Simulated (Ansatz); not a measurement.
C2H9NOSi, SMILES `NCCO[SiH3]`. Charge 0, multiplicity 1.

Cartesian coordinates in Å:
```
N 1.8186 0.9264 0.6909
C 0.4559 1.4192 0.6198
C -0.5017 0.2614 0.4978
O -0.2506 -0.4119 -0.7242
Si -0.9932 -1.8230 -1.1198
H 2.0286 0.4073 -0.1533
H 2.4767 1.6927 0.7431
H 0.2678 2.1093 -0.2178
H 0.2216 1.9560 1.5447
H -0.3523 -0.4236 1.3425
H -1.5362 0.6270 0.5202
H -0.7253 -2.8696 -0.0946
H -0.4413 -2.2322 -2.4319
H -2.4686 -1.6391 -1.2176
```

(1) What are the harmonic wavenumbers in cm⁻¹ at PBE0-D4/def2-TZVP (Ansatz, finite differences of forces, unscaled)? (An estimate is asked.)

(2) Is this a minimum?

(3) Give the ideal-gas thermochemistry at 298.15 K and 1 bar (rigid rotor, harmonic oscillator; point group C1, symmetry number 1).

(4) And at 400, 500, 600, 800 and 1000 K?

Results:

(1) Computed: 39, 102, 157, 185, 263, 330, 484, 711, 713, 783, 858, 917, 936, 940, 958, 978, 1098, 1127, 1162, 1199, 1272, 1345, 1400, 1441, 1491, 1493, 1651, 2204, 2211, 2256, 2977, 3010, 3058, 3075, 3532, 3614.

(2) Yes, all 36 modes are real.

(3) Zero-point energy 298.9 kJ/mol; H(298) − E = 320.9 kJ/mol; entropy 356.6 J/(mol·K), of which translation 165.1, rotation 111.7, vibration 79.8; G(298) − E = 214.6 kJ/mol. Modes under 100 cm⁻¹ are hindered rotations or soft bends, so the harmonic entropy is rough.

(4) 
```tsv
T (K)	H − E (kJ/mol)	S (J/mol/K)	G − E (kJ/mol)
400	333.9	393.9	176.4
500	349.5	428.5	135.2
600	367.3	461.0	90.7
800	408.7	520.3	-7.5
1000	455.7	572.6	-116.9
```
